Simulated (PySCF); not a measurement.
How methods differ on the excitation energy of Os⁺

Os⁺ [Xe] 4f14 5d6 6s1 (6D) → Os⁺ [Xe] 4f14 5d6 6p1 (high-spin determinant), as a difference of total energies. All numbers are calculated (PySCF 2.14, scalar relativity through the core potential, in aug-cc-pwCVDZ-PP with ECP60MDF (6s6p5d3f, 70 functions)). Correlated levels: valence: 5s2 5p6 frozen. The calculations carry no spin-orbit coupling.

```csv
method,excitation energy (cm⁻¹)
UHF,44500
MP2 (valence),47365
SCS-MP2 (valence),46455
CCSD (valence),46365
CCSD(T) (valence),45991
```

The determinant of the upper state mixes LS terms, which raises its energy above the lowest term, most at the Hartree-Fock and MP2 levels.
